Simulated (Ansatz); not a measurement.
Ansatz (a program for electronic structure) input:

Ansatz 0.2 input:
```yaml
crystal:
  periodic: [false, false, false]
  atoms:
    - {symbol: Ge, position_ang: [0.00055146, -0.00516327, 0.54068547]}
    - {symbol: Cl, position_ang: [1.17608187, 1.39339809, -0.49682065]}
    - {symbol: Cl, position_ang: [-1.17711991, -1.38367900, -0.52094022]}
basis:
  gaussian:
    orbitals: def2-SVP
total_charge: 1
magnetization: {spin_polarized: true, initial_magnetization: 1}
correlation: {method: ccsd_t, electrons: outside_noble_gas}
```

Task: Predict the final energy.

Result: -2993.92450 Eh (CCSD(T)/def2-SVP). The basis has 68 functions.
